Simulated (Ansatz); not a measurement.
Relaxation of the cluster Sr₂O₂⁻ with UKS r2SCAN-D4/def2-TZVPD.

```sh
$ ansatz run in.yaml --threads 2 --pin off --events-out ev --progress --plain --max-ram 4352MiB
```

```yaml
crystal:
  periodic: [false, false, false]
  atoms:
    - {symbol: Sr, position_ang: [0.518440, -1.524450, -0.215950]}
    - {symbol: Sr, position_ang: [-0.515610, 1.522450, 0.219710]}
    - {symbol: O, position_ang: [1.344460, 0.520840, -0.420620]}
    - {symbol: O, position_ang: [-1.347290, -0.518850, 0.416870]}
basis:
  gaussian: {orbitals: def2-TZVPD}
total_charge: -1
magnetization: {spin_polarized: true, initial_magnetization: 1}
hamiltonian: {xc: r2scan, dispersion: d4}
scf: {lower_state_search: "off"}
output: {orbitals: {seedname: orbitals}}
relax: {f_tol: 0.02, max_steps: 100}
```

Hardware: 2 threads of Arm Neoverse V2 on a shared host. Wall time 25 s.

Positions (Å) and forces (eV/Å) at steps 1, 2, 3, 4, 5 of 5:

```xyz
4
step=1 energy=-5769.4462 eV
Sr    0.518   -1.524   -0.216   -0.025    0.095    0.005
Sr   -0.516    1.522    0.220   -0.004   -0.060   -0.007
O     1.344    0.521   -0.421   -0.316   -0.163    0.103
O    -1.347   -0.519    0.417    0.345    0.128   -0.101
4
step=2 energy=-5769.3881 eV rejected
Sr    0.541   -1.589   -0.227   -0.242    0.724    0.101
Sr   -0.540    1.589    0.228    0.242   -0.725   -0.104
O     1.253    0.483   -0.390    0.338    0.125   -0.104
O    -1.253   -0.483    0.390   -0.338   -0.124    0.107
4
step=3 energy=-5769.4302 eV rejected
Sr    0.512   -1.501   -0.214    0.246   -0.762   -0.108
Sr   -0.512    1.502    0.217   -0.240    0.748    0.100
O     1.301    0.499   -0.406    0.363    0.164   -0.109
O    -1.301   -0.500    0.403   -0.369   -0.150    0.118
4
step=4 energy=-5769.4585 eV
Sr    0.520   -1.529   -0.218   -0.006    0.026    0.000
Sr   -0.519    1.528    0.220   -0.003   -0.014   -0.002
O     1.323    0.510   -0.413   -0.106   -0.055    0.035
O    -1.324   -0.510    0.411    0.115    0.043   -0.033
4
step=5 energy=-5769.4601 eV
Sr    0.521   -1.532   -0.219    0.001   -0.001   -0.001
Sr   -0.521    1.532    0.220    0.000    0.001    0.000
O     1.312    0.505   -0.409   -0.001    0.000    0.001
O    -1.312   -0.505    0.408    0.000    0.000    0.000
```

In the def2 sets Sr takes a core potential; there is no spin–orbit coupling. The highest occupied level of the charge -1 doublet lies above zero (up to 0.87 eV). By energy differences its removal costs 0.28 eV (vertical, to the charge 0 singlet, at r2SCAN-D4/def2-TZVPD); a positive level beside a positive removal energy at the same level points to self-interaction error. The relaxation made no stability test and no search for a lower SCF solution. The structure comes from a short search, and lower isomers may exist.
